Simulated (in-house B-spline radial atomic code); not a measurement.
**TDHF excitations of B IV (B3+)**

Method: TDHF. Computed with a B-spline radial code for spherical atoms: linear response of the closed shell 1s2 with bare exchange (time-dependent Hartree-Fock); non-relativistic, point nucleus, no spin-orbit coupling, no double excitations, S, P, D and F terms only.

Command:
```bash
python run_td.py task.json out
```
Settings (radii: box in bohr, nucleus in fm):
```
Z                        5
electrons                2
configuration            1s2
hamiltonian              nr
method                   hf
box_radius               8
wall_radius              8
intervals                43
```

Time taken, with all properties: 0.1 s on 1 thread of Arm Neoverse N1, on a shared host.

Confined states, up to the first strongly mixed one, which can leave gaps near the end. Labels give the largest channel, * marks a mixed state, and oscillator strengths are full-response dipole values. Energies in eV:

| state | full response | Tamm-Dancoff | oscillator strength |
| --- | --- | --- | --- |
| 1s → 2s 3S | 198.34 | 198.42 | - |
| 1s → 2p 3P | ? | ? | - |
| 1s → 2s 1S | 203.28 | 203.33 | - |
| 1s → 2p 1P | 206.08 | 206.10 | 0.605 |
| 1s → 3s 3S | 233.62 | 233.64 | - |
| 1s → 3p 3P | 234.83 | 234.84 | - |
| 1s → 3s 1S | 234.89 | 234.90 | - |
| 1s → 3d 3D | 235.45 | 235.45 | - |
| 1s → 3d 1D | 235.48 | 235.48 | - |
| 1s → 3p 1P | 235.70 | 235.70 | 0.137 |
| 1s → 4f 3F | 246.38 | 246.38 | - |
| 1s → 4f 1F | 246.38 | 246.38 | - |
| 1s → 4s 3S | ? | ? | - |
| 1s → 4d 3D | 246.94 | 246.94 | - |
| 1s → 4d 1D | 246.97 | 246.97 | - |
| 1s → 4p 3P | 247.14 | 247.15 | - |

Q: Where does 1s → 4s 3S lie?

A: At 246.71 eV in full response, 246.72 eV in Tamm-Dancoff.

Q: Where does 1s → 2p 3P lie?

A: At 202.96 eV in full response, 202.99 eV in Tamm-Dancoff.

Q: How large is the singlet-triplet splitting of 1s → 2s (S terms) in Tamm-Dancoff?

A: 4.9 eV, from the unrounded values.

Q: What polarisabilities and dispersion coefficient does the method give?

A: Dipole 0.01955 bohr³, quadrupole 0.00341 bohr⁵, C6 0.002582 hartree·bohr⁶ for two such species.
